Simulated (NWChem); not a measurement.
# HTeBr; SMILES [TeH]Br

Computed with NWChem. The geometry was optimised at PBE0/def2-SVP (def2 core potentials past Kr).

Problem. What does the run give for B3LYP/STO-3G (all-electron, non-relativistic)? Quantities: highest occupied level (eV); orbital gap (eV); dipole (D).

Solution. 
```
Item                         Value
---------------------------  -----
highest occupied level (eV)  -3.94
orbital gap (eV)              4.44
dipole (D)                    1.29
```
